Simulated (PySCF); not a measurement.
Harmonic spectrum computed at PBE0 in the def2-TZVP basis family (core potentials from Rb on, PySCF, no spin–orbit coupling):

| symmetry | ω (cm⁻¹) | IR (km/mol) |
| --- | --- | --- |
| a' | 64 | 10.2 |
| a' | 203 | 41.3 |
| a' | 500 | 109 |

Task: Which molecule gave it? In each, all ligands are bound to the one heavy central atom.
A. AlSI (singlet)
B. BSI (singlet)
C. LaSI (singlet)
D. YSI (singlet)

Result: D. It has Cs symmetry with Y–I 2.840 Å, Y–S 2.280 Å.
